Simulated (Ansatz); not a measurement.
`CC[SiH](N)[SiH3]`, relaxed with RKS PBE0-D4/def2-TZVP in Ansatz from a PBE-D4/def2-SVP geometry. The force threshold is 0.005 eV/Å; the program also tests the step.

Total charge 0; spin multiplicity 1.

Start:

```xyz
16

C    -0.269   -1.960   -1.323
C    -0.798   -0.976   -0.269
Si    0.208    0.628   -0.160
N     1.874    0.208    0.217
Si   -0.573    2.002    1.584
H    -0.894   -2.875   -1.386
H     0.764   -2.290   -1.085
H    -0.249   -1.503   -2.334
H    -1.853   -0.703   -0.487
H    -0.796   -1.445    0.738
H     0.008    1.376   -1.470
H     2.493    0.976    0.490
H     2.368   -0.383   -0.460
H    -0.604    1.249    2.890
H     0.294    3.222    1.772
H    -1.973    2.474    1.283
```

Q: By how much does the energy fall, and how many steps does the optimiser take? (Best estimate.)

A: Computed: 6.07 kJ/mol, in 10 steps, 1 of them rejected.

Q: Which bonds change most? (Best estimate.)

A: Ansatz gave: Si3–N4 from 1.759 to 1.729 Å; C2–Si3 from 1.897 to 1.876 Å; Si3–H11 from 1.522 to 1.501 Å; Si5–H16 from 1.508 to 1.490 Å.

Q: Give the relaxed structure. (An estimate is asked.)

A: Computed: 
```xyz
16

C    -0.258   -1.950   -1.319
C    -0.786   -0.985   -0.260
Si    0.190    0.613   -0.154
N     1.847    0.241    0.176
Si   -0.571    1.996    1.578
H    -0.871   -2.853   -1.383
H     0.762   -2.271   -1.094
H    -0.249   -1.490   -2.311
H    -1.829   -0.724   -0.472
H    -0.780   -1.462    0.726
H    -0.025    1.340   -1.450
H     2.456    0.973    0.506
H     2.349   -0.369   -0.451
H    -0.654    1.255    2.868
H     0.346    3.155    1.775
H    -1.925    2.532    1.264
```
